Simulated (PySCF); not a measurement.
Vibration and rotation of SbBr

UHF-MP2 constants of SbBr, ³Σ⁻ (triplet), unpaired electrons π ↑↑ (Sb def2-SVP with ECP28, Br def2-SVP; scalar-relativistic core potentials (PySCF 2.14); masses 120.9038 and 78.9183 u):

```
ωe              : 259.9 cm⁻¹
ωexe            : 0.48 cm⁻¹
Be              : 0.055284 cm⁻¹
αe              : 0.000162 cm⁻¹
D (centrifugal) : 1e-08 cm⁻¹
De to Sb + Br   : 2.23 eV
```

(1) Give the vibrational terms G(v) and spacings up to v = 3.

(2) How well does the Morse estimate ωe²/(4ωexe) reproduce De, and what is D0?

Correlated steps freeze 13 core orbitals. Correlated levels converge slowly with the basis: in double zeta they bind strong bonds too weakly, by up to about 1 eV, and carry superposition errors of some tenths. Spin–orbit coupling is left out, which matters for elements this heavy, above all for dissociation energies. The state is the lowest determinant that a PBE0 search found; another state may lie lower at other levels.

## Answers

(1) G(v) = ωe(v+½) − ωexe(v+½)².

```
v  G(v) (cm⁻¹)  G(v) − G(v−1)  Bv (cm⁻¹)
0        129.8                   0.05520
1        388.8          258.9    0.05504
2        646.8          258.0    0.05488
3        903.8          257.0    0.05472
```

(2) It gives 4.36 eV, 196 % of the computed De. D0 = De − G(0) = 2.23 − 0.02 = 2.21 eV.
